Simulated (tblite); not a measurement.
Compound: C5H13NSi.
Bonds: C1–C2 (double), C2–C3, C2–Si4, Si4–N5, N5–C6, N5–C7. Hydrogens: H8, H9 on C1; H10, H11, H12 on C3; H13, H14 on Si4; H15, H16, H17 on C6; H18, H19, H20 on C7.

Computed with GFN2-xTB (tblite), gas phase: Langevin dynamics at 600 K from the optimised GFN2-xTB geometry, time step 0.5 fs, friction 0.01 fs⁻¹, 2000 steps.

Start geometry:
```
atom  x, y, z in Å
C1     -2.576    0.206    0.637
C2     -1.621    0.316   -0.275
C3     -1.816   -0.209   -1.665
Si4     0.028    1.167    0.078
N5      1.248   -0.013   -0.215
C6      1.126   -1.364    0.276
C7      2.622    0.372   -0.409
H8     -2.457    0.593    1.635
H9     -3.522   -0.275    0.429
H10    -2.725   -0.804   -1.745
H11    -1.884    0.626   -2.362
H12    -0.964   -0.816   -1.965
H13     0.302    2.232   -0.893
H14    -0.012    1.739    1.437
H15     1.634   -1.494    1.240
H16     0.076   -1.617    0.403
H17     1.577   -2.061   -0.439
H18     2.664    1.371   -0.833
H19     3.185    0.369    0.532
H20     3.110   -0.326   -1.097
```

The statistics below take the 31 frames saved every 25 fs from 250 to 1000 fs; their kinetic temperature (all 3N coordinates) averages 586 K.

Question: Give the mean, spread and extremes of the bond lengths.

Answer: 
```json
{"bond": "C1=C2", "start (Å)": "1.325", "mean (Å)": "1.334", "standard deviation (Å)": "0.031", "shortest (Å)": "1.271", "longest (Å)": "1.397"}
{"bond": "C2–C3", "start (Å)": "1.499", "mean (Å)": "1.509", "standard deviation (Å)": "0.037", "shortest (Å)": "1.442", "longest (Å)": "1.571"}
{"bond": "C2–Si4", "start (Å)": "1.889", "mean (Å)": "1.918", "standard deviation (Å)": "0.055", "shortest (Å)": "1.809", "longest (Å)": "2.025"}
{"bond": "Si4–N5", "start (Å)": "1.723", "mean (Å)": "1.740", "standard deviation (Å)": "0.055", "shortest (Å)": "1.632", "longest (Å)": "1.824"}
{"bond": "N5–C6", "start (Å)": "1.442", "mean (Å)": "1.456", "standard deviation (Å)": "0.039", "shortest (Å)": "1.371", "longest (Å)": "1.573"}
{"bond": "N5–C7", "start (Å)": "1.440", "mean (Å)": "1.443", "standard deviation (Å)": "0.034", "shortest (Å)": "1.396", "longest (Å)": "1.539"}
{"bond": "C1–H8", "start (Å)": "1.077", "mean (Å)": "1.084", "standard deviation (Å)": "0.029", "shortest (Å)": "1.021", "longest (Å)": "1.150"}
{"bond": "C1–H9", "start (Å)": "1.081", "mean (Å)": "1.096", "standard deviation (Å)": "0.059", "shortest (Å)": "1.002", "longest (Å)": "1.252"}
{"bond": "C3–H10", "start (Å)": "1.089", "mean (Å)": "1.097", "standard deviation (Å)": "0.033", "shortest (Å)": "1.029", "longest (Å)": "1.157"}
{"bond": "C3–H11", "start (Å)": "1.090", "mean (Å)": "1.104", "standard deviation (Å)": "0.043", "shortest (Å)": "0.989", "longest (Å)": "1.216"}
{"bond": "C3–H12", "start (Å)": "1.088", "mean (Å)": "1.101", "standard deviation (Å)": "0.054", "shortest (Å)": "0.967", "longest (Å)": "1.243"}
{"bond": "Si4–H13", "start (Å)": "1.467", "mean (Å)": "1.484", "standard deviation (Å)": "0.068", "shortest (Å)": "1.342", "longest (Å)": "1.655"}
{"bond": "Si4–H14", "start (Å)": "1.475", "mean (Å)": "1.492", "standard deviation (Å)": "0.068", "shortest (Å)": "1.367", "longest (Å)": "1.612"}
{"bond": "C6–H15", "start (Å)": "1.097", "mean (Å)": "1.099", "standard deviation (Å)": "0.026", "shortest (Å)": "1.051", "longest (Å)": "1.156"}
{"bond": "C6–H16", "start (Å)": "1.087", "mean (Å)": "1.102", "standard deviation (Å)": "0.029", "shortest (Å)": "1.039", "longest (Å)": "1.179"}
{"bond": "C6–H17", "start (Å)": "1.095", "mean (Å)": "1.101", "standard deviation (Å)": "0.038", "shortest (Å)": "1.014", "longest (Å)": "1.181"}
{"bond": "C7–H18", "start (Å)": "1.086", "mean (Å)": "1.090", "standard deviation (Å)": "0.033", "shortest (Å)": "1.022", "longest (Å)": "1.145"}
{"bond": "C7–H19", "start (Å)": "1.097", "mean (Å)": "1.103", "standard deviation (Å)": "0.045", "shortest (Å)": "1.016", "longest (Å)": "1.197"}
{"bond": "C7–H20", "start (Å)": "1.094", "mean (Å)": "1.107", "standard deviation (Å)": "0.050", "shortest (Å)": "1.018", "longest (Å)": "1.242"}
```

Question: Give the same statistics for bond angles, one of each kind among heavy atoms.

Answer: 
| angle | start (°) | mean (°) | standard deviation (°) | smallest (°) | largest (°) |
| --- | --- | --- | --- | --- | --- |
| C1–C2–C3 | 121.0 | 119.7 | 4.9 | 110.0 | 131.1 |
| C1–C2–Si4 | 122.5 | 122.5 | 6.2 | 108.4 | 137.6 |
| C3–C2–Si4 | 116.4 | 117.0 | 6.4 | 104.0 | 131.0 |
| C2–Si4–N5 | 106.1 | 111.6 | 5.1 | 94.4 | 120.6 |
| Si4–N5–C6 | 121.6 | 120.2 | 5.4 | 109.9 | 130.7 |
| C6–N5–C7 | 112.1 | 114.5 | 4.3 | 106.8 | 123.4 |

Question: How far does each atom move about its mean position (frames aligned on the start, all atoms weighted alike), and what rms force does it feel?

Answer: 
```csv
atom,rms displacement (Å),rms force (eV/Å)
C1,0.70,3.09
C2,0.23,2.43
C3,0.51,2.78
Si4,0.22,2.95
N5,0.19,2.32
C6,0.66,2.25
C7,0.59,2.56
H8,1.18,1.05
H9,0.71,1.70
H10,0.90,1.26
H11,0.84,1.51
H12,0.84,1.86
H13,0.43,1.18
H14,0.41,1.10
H15,1.31,1.11
H16,1.20,1.06
H17,0.81,1.37
H18,1.46,1.20
H19,1.28,1.42
H20,0.63,1.52
```

The displacements run from 0.19 to 1.46 Å, the largest at H18.

Question: Follow the torsions C1–C2–Si4–N5 and C2–Si4–N5–C6 through every second one of these frames.

Answer: 
```csv
t (fs),C1–C2–Si4–N5 (°),C2–Si4–N5–C6 (°)
250,120,-63
300,105,-71
350,113,-91
400,81,-71
450,95,-80
500,93,-58
550,70,-65
600,66,-70
650,64,-89
700,43,-97
750,45,-106
800,22,-114
850,11,-111
900,23,-140
950,20,-164
1000,41,-162
```

Largest departure from the start value over all these frames: C1–C2–Si4–N5 110° (start 121°), C2–Si4–N5–C6 121° (start -45°).

Question: How widely does the potential energy scatter, against a harmonic estimate?

Answer: Mean 1.39 eV above the start, standard deviation 0.277 eV, range 0.88 to 1.81 eV. For 54 classical harmonic modes at 600 K the canonical values are 54kT/2 = 1.40 eV and kT·√(54/2) = 0.269 eV.

The run is classical and short, so these are rough statistics of one trajectory.

What follows is the cost of the whole dynamics run. Hardware: an Arm Neoverse V2 with one thread, shared host with 96 logical CPUs at a one-minute load of 45. Cost: 12 s wall, 0.18 GiB resident at most.
